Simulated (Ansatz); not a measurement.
**Question.** Name a neutral molecule of In, O, Si and H with size of the dipole moment (PBE/def2-TZVPP) between 2.30 and 2.60 D and size of the dipole moment (B3LYP/def2-TZVPP) between 2.40 and 2.70 D (Ansatz, PBE0-D4/def2-TZVP geometry).

**Answer.** `[SiH3][O][InH2]` (2.51 D, 2.62 D); `[SiH3][O][InH][O][SiH3]` (2.53 D, 2.54 D). Other molecules can fit too; these were computed, each in one conformer that needn't be the lowest.

B3LYP here is the variant with VWN-RPA as its local correlation; programs differ in this.
